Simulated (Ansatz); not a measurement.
`FC(F)(F)c1cnc(-c2cnc(-c3cnc(-c4cnc(C(F)(F)F)s4)s3)s2)s1`. Charge 0, multiplicity 3. Geometry r2SCAN-D4/def2-SVP, that of the neutral singlet; atoms count from 1.

```xyz
32

F    -1.068    5.970    6.225
C    -1.132    6.363    4.941
F    -2.306    6.985    4.758
F    -0.153    7.268    4.763
C    -1.004    5.213    4.000
C    -1.918    4.788    3.060
N    -1.552    3.706    2.328
C    -0.361    3.274    2.679
C     0.298    2.142    2.084
C     1.541    1.581    2.356
N     1.888    0.507    1.617
C     0.937    0.196    0.755
C     1.048   -0.911   -0.159
C     2.126   -1.785   -0.268
N     2.013   -2.756   -1.197
C     0.867   -2.680   -1.840
C     0.487   -3.596   -2.888
C     1.244   -4.659   -3.366
N     0.675   -5.384   -4.361
C    -0.500   -4.916   -4.666
C    -1.395   -5.494   -5.732
F    -0.834   -6.550   -6.305
F    -2.578   -5.865   -5.212
F    -1.657   -4.579   -6.682
S    -1.019   -3.525   -3.746
S    -0.171   -1.362   -1.310
S    -0.469    1.244    0.811
S     0.397    4.202    3.969
H    -2.884    5.270    2.891
H     2.228    1.961    3.118
H     3.017   -1.702    0.358
H     2.234   -4.908   -2.980
```

Single mean-field runs in def2-TZVP are fitted with def2-universal-jkfit. At PBE0-D4/def2-TZVP a singlet of charge 0 lies 1.97 eV below the triplet at the same geometry.

Question: Estimate the Mulliken populations of the heavy atoms from the PBE0/def2-TZVP orbitals of Ansatz.

Answer: 
```json
{"atom": "F1", "charge (e)": "-0.15", "spin (α − β)": "0.00"}
{"atom": "C2", "charge (e)": "0.43", "spin (α − β)": "0.00"}
{"atom": "F3", "charge (e)": "-0.15", "spin (α − β)": "0.00"}
{"atom": "F4", "charge (e)": "-0.15", "spin (α − β)": "0.00"}
{"atom": "C5", "charge (e)": "-0.05", "spin (α − β)": "0.13"}
{"atom": "C6", "charge (e)": "-0.09", "spin (α − β)": "-0.05"}
{"atom": "N7", "charge (e)": "-0.22", "spin (α − β)": "0.12"}
{"atom": "C8", "charge (e)": "0.10", "spin (α − β)": "-0.07"}
{"atom": "C9", "charge (e)": "0.07", "spin (α − β)": "0.30"}
{"atom": "C10", "charge (e)": "-0.09", "spin (α − β)": "-0.01"}
{"atom": "N11", "charge (e)": "-0.21", "spin (α − β)": "0.13"}
{"atom": "C12", "charge (e)": "0.15", "spin (α − β)": "0.10"}
{"atom": "C13", "charge (e)": "0.03", "spin (α − β)": "0.22"}
{"atom": "C14", "charge (e)": "-0.11", "spin (α − β)": "0.29"}
{"atom": "N15", "charge (e)": "-0.19", "spin (α − β)": "-0.06"}
{"atom": "C16", "charge (e)": "0.23", "spin (α − β)": "0.35"}
{"atom": "C17", "charge (e)": "-0.05", "spin (α − β)": "-0.09"}
{"atom": "C18", "charge (e)": "-0.13", "spin (α − β)": "0.26"}
{"atom": "N19", "charge (e)": "-0.16", "spin (α − β)": "-0.09"}
{"atom": "C20", "charge (e)": "0.01", "spin (α − β)": "0.21"}
{"atom": "C21", "charge (e)": "0.42", "spin (α − β)": "-0.01"}
{"atom": "F22", "charge (e)": "-0.13", "spin (α − β)": "0.00"}
{"atom": "F23", "charge (e)": "-0.15", "spin (α − β)": "0.00"}
{"atom": "F24", "charge (e)": "-0.15", "spin (α − β)": "0.00"}
{"atom": "S25", "charge (e)": "0.03", "spin (α − β)": "0.02"}
{"atom": "S26", "charge (e)": "-0.02", "spin (α − β)": "0.07"}
{"atom": "S27", "charge (e)": "0.04", "spin (α − β)": "0.10"}
{"atom": "S28", "charge (e)": "0.04", "spin (α − β)": "0.07"}
```
Mulliken values depend strongly on the basis.

Question: Where does the spin sit?

Answer: Summed by element: F 0.02, C 1.64, N 0.10, S 0.27, H -0.03, of 2 unpaired in all. Largest on single atoms: C16 0.35, C9 0.30, C14 0.29.

Question: And the Mayer bond orders between heavy atoms (over 0.3)?

Answer: F1–C2 1.16 (1.34 Å); C2–F3 1.15 (1.34 Å); C2–F4 1.16 (1.34 Å); C2–C5 1.00 (1.49 Å); C5–C6 1.54 (1.38 Å); C5–S28 1.23 (1.73 Å); C6–N7 1.38 (1.36 Å); N7–C8 1.52 (1.31 Å); C8–C9 1.06 (1.44 Å); C8–S28 1.25 (1.76 Å); C9–C10 1.30 (1.39 Å); C9–S27 1.24 (1.74 Å); C10–N11 1.56 (1.35 Å); N11–C12 1.32 (1.32 Å); C12–C13 1.23 (1.44 Å); C12–S27 1.18 (1.75 Å); C13–C14 1.21 (1.39 Å); C13–S26 1.20 (1.74 Å); C14–N15 1.55 (1.35 Å); N15–C16 1.38 (1.32 Å); C16–C17 1.09 (1.44 Å); C16–S26 1.16 (1.76 Å); C17–C18 1.42 (1.39 Å); C17–S25 1.21 (1.74 Å); C18–N19 1.39 (1.36 Å); N19–C20 1.57 (1.30 Å); C20–C21 0.99 (1.51 Å); C20–S25 1.26 (1.75 Å); C21–F22 1.20 (1.33 Å); C21–F23 1.15 (1.34 Å); C21–F24 1.15 (1.34 Å).
